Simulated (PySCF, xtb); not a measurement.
C3H4O2Si, SMILES O=C1C=C[SiH2]O1.

GFN2-xTB run with xtb at its own geometry gives an orbital gap of 3.36 eV and a dipole moment of 4.71 D.

Coordinates come from a PBE-D3(BJ)/def2-SVP optimisation. The structure was generated by enumeration, and PubChem lists no compound with its InChIKey, so it may never have been made.

Problem. What does r2SCAN/def2-TZVP (PySCF) give? (Estimate from the structure and the level; the computed values follow.)

Solution. gap 4.02 eV (levels -6.91 and -2.89 eV), dipole 4.46 D.
